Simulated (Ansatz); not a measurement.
`C#[C][SnH]([CH3])[Cl]` + NH₃ → `[CH3][SnH]([NH2])[Cl]` + `C#C` at 500 K and 1 bar (ligand exchange at the Sn–C bond).

Calculated with Ansatz (gas phase, PBE0-D4/def2-TZVP geometries, no zero-point term in ΔE). CCSD(T)/CBS is the MP2 limit (def2-TZVPP, def2-QZVPP) plus CCSD(T) − MP2 in def2-TZVPP, frozen cores. This one scheme is used for every species. Elements past krypton have def2 core potentials. For Sn outer-core shells are correlated without core-valence functions, which leaves a few kJ/mol of doubt a bond. One conformer a species, not always the lowest.

| species | CCSD(T)/CBS energy (Eh) | H − E (kJ/mol) | S (J/(mol·K)) |
| --- | --- | --- | --- |
| `C#[C][SnH]([CH3])[Cl]` | -790.95511 | 216.7 | 455.8 |
| NH₃ | -56.50880 | 108.2 | 211.8 |
| `[CH3][SnH]([NH2])[Cl]` | -770.22867 | 231.1 | 443.5 |
| `C#C` | -77.22717 | 90.7 | 225.3 |

H − E and S are ideal-gas, rigid-rotor, harmonic terms from PBE0-D4/def2-TZVP, for one conformer and one mirror image of each species. 1 Eh = 2625.50 kJ/mol, R = 8.31446 J/(mol·K).

Question: By hand: ΔE, ΔH, ΔS and ΔG.

Answer: ΔE = (-770.22867) + (-77.22717) − (-790.95511) − (-56.50880) = 0.00807 Eh = 21.2 kJ/mol. Δ(H − E) = 231.1 + 90.7 − 216.7 − 108.2 = -3.1, so ΔH = 18.1 kJ/mol. ΔS = 443.5 + 225.3 − 455.8 − 211.8 = 1.2 J/(mol·K). ΔG = 18.1 − 500 × (1.2)/1000 = 17.5 kJ/mol.

Question: By hand: the equilibrium constant, and the temperature at which ΔG would vanish if ΔH and ΔS stayed fixed.

Answer: log₁₀ K = −ΔG/(RT ln 10) = -1.8. ΔG = 0 at ΔH/ΔS = 15083 K, far beyond where these terms or the molecules hold.

The number of gas molecules stays the same, so ΔS is small and ΔH decides. A doubt of 5 kJ/mol in ΔE shifts log₁₀ K by 0.5 here. Other conformers and mirror images would add mixing entropy, several J/(mol·K) or more a flexible species. These are equilibria of isolated gas molecules and say nothing of rates. Largest T1 diagnostic: 0.013 (customary marks: 0.02 for closed shells, 0.045 for open ones).
